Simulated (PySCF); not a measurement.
Computed shifts of a molecule C₄H₄OSe, PBE/pcSseg-1 (PySCF), GIAO, gas phase, equivalent atoms averaged, in ppm (number of nuclei): ¹³C: 191.6 (1), 169.6 (1), 116.7 (1), 31.5 (1). ¹H: 6.19 (1), 4.87 (1), 3.80 (2). References: ¹³C against TMS (σ = 182.0 ppm); ⁷⁷Se against Me2Se (σ = 1634.8 ppm); ¹⁷O against H2O (σ = 334.3 ppm); ¹H against TMS (σ = 31.49 ppm), references at their B3LYP-D3(BJ)/def2-TZVP geometries, non-relativistic. Geometry: PBE0-D3(BJ)/def2-SVP. The values are those of a single conformer.

Problem. Which structure fits?
(A) O=C1CC=C[Se]1
(B) O=C1C=C[Se]C1
(C) C#CC[Se]C=O
(D) C=C1C[Se]C1=O

Solution. D, C=C1C[Se]C1=O
